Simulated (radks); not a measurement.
The oxygen anion O2-, [Ne], held by a Watson sphere: a shell of charge +1.27 at radius R that stands for the Madelung well of a crystal (potential energy -1.27/R inside, -1.27/r outside, in hartree with lengths in bohr). Method: scalar-relativistic Kohn-Sham, LDA (Slater exchange, VWN5 correlation), spin-unpolarised, spherical densities, finite nucleus; Fermi nuclear charge, rms radius of each element as measured or else 0.836 A^(1/3) + 0.57 fm; computed with a radial shooting solver on a logarithmic mesh with Libxc functionals. Response by self-consistent Sternheimer equations with the Hartree and adiabatic LDA kernel, the relativistic mass of each level held fixed and spin-orbit coupling left out. The sphere does not respond.

R (bohr) = 1.81: e(1s) (eV) -498.24; e(2s) (eV) -15.106; e(2p) (eV) -1.095; <r> 2p (bohr) 1.565; sum of <r^2> (bohr^2) 24.61; X-ray form factor at sin(theta)/lambda = 0.1 1/angstrom 8.515; alpha (bohr^3) 28.85
R (bohr) = 1.98: e(1s) (eV) -498.52; e(2s) (eV) -14.800; e(2p) (eV) -0.900; <r> 2p (bohr) 1.604; sum of <r^2> (bohr^2) 25.95; X-ray form factor at sin(theta)/lambda = 0.1 1/angstrom 8.459; alpha (bohr^3) 34.15
R (bohr) = 2.13: e(1s) (eV) -498.71; e(2s) (eV) -14.561; e(2p) (eV) -0.736; <r> 2p (bohr) 1.638; sum of <r^2> (bohr^2) 27.15; X-ray form factor at sin(theta)/lambda = 0.1 1/angstrom 8.412; alpha (bohr^3) 39.79
R (bohr) = 2.31: e(1s) (eV) -498.87; e(2s) (eV) -14.312; e(2p) (eV) -0.551; <r> 2p (bohr) 1.678; sum of <r^2> (bohr^2) 28.65; X-ray form factor at sin(theta)/lambda = 0.1 1/angstrom 8.357; alpha (bohr^3) 47.99
R (bohr) = 2.34: e(1s) (eV) -498.90; e(2s) (eV) -14.274; e(2p) (eV) -0.522; <r> 2p (bohr) 1.684; sum of <r^2> (bohr^2) 28.90; X-ray form factor at sin(theta)/lambda = 0.1 1/angstrom 8.349; alpha (bohr^3) 49.54
R (bohr) = 2.93: e(1s) (eV) -499.16; e(2s) (eV) -13.717; e(2p) (eV) -0.043; <r> 2p (bohr) 1.810; sum of <r^2> (bohr^2) 34.35; X-ray form factor at sin(theta)/lambda = 0.1 1/angstrom 8.190; alpha (bohr^3) 94.76
